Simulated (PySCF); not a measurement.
**Core-level binding energies of `[BH3-][AsH2+]CCC`**

Species: C3H12AsB.
SMILES with atom numbers: `[BH3-:1][AsH2+:2][CH2:3][CH2:4][CH3:5]`

The calculation used PySCF, delta-SCF UKS SCAN, pcX-2 on the ionised atom, pcseg-1 elsewhere, spin-free X2C. Vertical ΔSCF values, vacuum level as zero.

Give the core binding energies atom by atom.

```
atom(s)      bonded to  level  binding energy (eV)  above the level's lowest (eV)  count
     B1     3 H and As   B 1s               193.54                           0.00      1
     C3  C, 2 H and As   C 1s               291.07                          +0.09      1
     C4    2 C and 2 H   C 1s               291.20                          +0.22      1
     C5      C and 3 H   C 1s               290.98                           0.00      1
```

The 3 C 1s values lie within 0.22 eV of each other; Gaussian lines of 0.5 eV full width would blend them into one maximum.

Which photon energy gives electrons from C 1s of C5 a kinetic energy of 20 eV, and what is their de Broglie wavelength?

hν = 290.98 + 20 = 310.98 eV, recoil neglected; λ = 12.264 Å/√(E/eV) = 2.74 Å.

What is the longest wavelength that can ionise C 1s of C5 vertically?

λ = hc/E = 12398.42 eV Å / 290.98 eV = 42.609 Å.

No level of arsenic is listed. Geometry: PBE0-D3(BJ)/def2-SVP, one conformer, isolated molecule.

The run took 79 s wall on Arm Neoverse N1, one thread, no GPU, shared host.

Conformer computed: `[BH3-:1][AsH2+:2][CH2:3][CH2:4][CH3:5]`: B1–As2–C3–C4 180°, As2–C3–C4–C5 180°.
